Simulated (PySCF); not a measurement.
## Two-component Hartree-Fock for Zn¹³⁺ (zinc, charge +13)

Start: [Ne] 3s2 3p5; 3p1/2 filled at m_j = -1/2, +1/2; 3p3/2 filled at m_j = -1/2, +1/2, +3/2. Calculated with PySCF 2.14 in an uncontracted even-tempered set (20 s from 1 bohr⁻², ratio 2.4; 14 p from 1.3 bohr⁻², ratio 2.4; 5 d from 7.3 bohr⁻², ratio 2.6; 4 f from 11 bohr⁻², ratio 2.6): generalised Hartree-Fock with the X2C-1e Hamiltonian and a Gaussian nucleus; one run each with spin-orbit coupling (SO) switched off, then screened by Boettger's factors.

| spinor shell | electrons | ε, spin-free (eV) | ε, screened SO (eV) | weight of nominal j (screened SO) | rms radius, screened SO (bohr) |
| --- | --- | --- | --- | --- | --- |
| 1s1/2 | 2 | -10152.3 | -10152.0 | 1.000 | 0.0580 |
| 2s1/2 | 2 | -1657.0 | -1656.8 | 1.000 | 0.243 |
| 2p1/2 | 2 | -1488.4 | -1505.5 | 0.999 | 0.215 |
| 3s1/2 | 2 | -511.18 | -511.11 | 1.000 | 0.639 |
| 3p1/2 | 2 | -456.01 | -459.18 | 0.913 | 0.638 |
| 3p3/2 | 3 | -456.01 | -454.37 | 0.942 | 0.644 |

Question: Where does 2p3/2 lie, and what is the 2p spin-orbit splitting (screened SO)?

Answer: At -1479.9 eV, 25.618 eV above 2p1/2.

```json
{"quantity": "E (hartree)", "spin-free": "-1718.80632", "screened SO": "-1718.91406"}
{"quantity": "M_J", "spin-free": "3/2", "screened SO": "3/2"}
{"quantity": "⟨J²⟩", "spin-free": "3.752", "screened SO": "3.752"}
{"quantity": "⟨L²⟩", "spin-free": "2.001", "screened SO": "2.002"}
{"quantity": "⟨S²⟩", "spin-free": "0.751", "screened SO": "0.752"}
```

Each row is a mean over spinors that exchange with the open shell spreads, by up to 9.093 eV (3s1/2).

Without spin-orbit coupling the j labels of p, d and f shells carry no meaning; the spin-free column gives the mean over the occupied spinors of each nl shell.
